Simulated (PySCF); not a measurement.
H6NSi2, SMILES [SiH3][N][SiH3] (connectivity only; charge and spin as stated), charge -1, multiplicity 1. Atoms are numbered in the order given.

```xyz
9

Si     1.5521     0.0000     0.0709
N      0.0000     0.0000    -0.5292
Si    -1.5521     0.0000     0.0709
H      2.6096     0.0000    -1.0191
H      1.9689     1.1855     0.9393
H      1.9689    -1.1855     0.9393
H     -1.9689    -1.1855     0.9393
H     -2.6096     0.0000    -1.0191
H     -1.9689     1.1855     0.9393
```
Charge -1, spin multiplicity 1.

Geometry optimised at PBE0-D3(BJ)/def2-SVPD. The multiplicity is an assumed one; other spin states were not compared. The isomer is the one that the SMILES or the coordinates give; other isomers of the formula were not compared.

Method: CAM-B3LYP/def2-TZVPD run with PySCF.

Symmetry labels are those of the subgroup C2v that the program uses (full group C2v).

Computed valence orbital energies around the gap with their symmetry:
```tsv
orbital	symmetry	energy (eV)
HOMO−7	A1	-10.20
HOMO−6	B1	-6.71
HOMO−5	A1	-6.57
HOMO−4	B2	-6.54
HOMO−3	A2	-5.85
HOMO−2	B1	-5.73
HOMO−1	A1	-3.05
HOMO	B2	-2.77
LUMO	A1	4.25
LUMO+1	B1	4.61
LUMO+2	A1	5.25
LUMO+3	A1	6.00
```
